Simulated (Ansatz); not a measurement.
Geometry optimisation, RKS CAM-B3LYP/STO-3G in Ansatz.

The input (input.yaml):

```yaml
crystal:
  periodic: [false, false, false]
  atoms:
    - { symbol: F, position_ang: [1.713, -1.5829, -0.6456] }
    - { symbol: B, position_ang: [0.227, -1.3619, -0.6833] }
    - { symbol: F, position_ang: [-0.6666, -2.5102, -0.801] }
    - { symbol: C, position_ang: [-0.3178, 0.1123, -0.6646] }
    - { symbol: Si, position_ang: [0.0519, 0.9526, 0.9213] }
    - { symbol: H, position_ang: [-1.4966, 0.0534, -0.7466] }
    - { symbol: H, position_ang: [0.0337, 0.6881, -1.5117] }
    - { symbol: H, position_ang: [-0.4431, 0.2076, 2.0673] }
    - { symbol: H, position_ang: [-0.5328, 2.3249, 0.9877] }
    - { symbol: H, position_ang: [1.5144, 1.065, 1.0795] }
basis:
  gaussian: { orbitals: STO-3G }
hamiltonian:
  xc: cam_b3lyp
relax:
  f_tol: 0.02
  max_steps: 50
```

Command:

```bash
$ ansatz run input.yaml --threads 1 --pin off --max-ram 2048MiB --backend cpu --events-out ev --progress --plain --runs-dir out
```

Where does it end, and by what steps?

It converged. Limits of this set-up: minimal basis. After 8 steps the energy has fallen by 1.408 eV; F1 moved furthest, 0.54 Å.

```csv
step,energy less start (eV),largest force component (eV/Å),accepted
0,0.0000,6.359,yes
1,-1.0324,3.029,yes
2,-1.2520,1.747,yes
3,-1.4018,0.101,yes
4,-1.4061,0.048,yes
5,-1.4072,0.127,yes
6,-1.4027,0.381,no
7,-1.4079,0.022,yes
8,-1.4079,0.003,yes
```

```xyz
10
Properties=species:S:1:pos:R:3
F 1.494 -1.633 -1.132
B 0.262 -1.379 -0.723
F -0.468 -2.417 -0.348
C -0.307 0.098 -0.669
Si 0.021 0.953 0.968
H -1.389 0.089 -0.840
H 0.141 0.701 -1.466
H -0.580 0.213 2.046
H -0.529 2.282 0.958
H 1.437 1.041 1.209
```

Whether the end is a true minimum wasn't checked by a vibrational analysis.

The run took 21 s on 1 thread of Arm Neoverse V2, with other jobs on the host, peak memory 0.14 GiB.
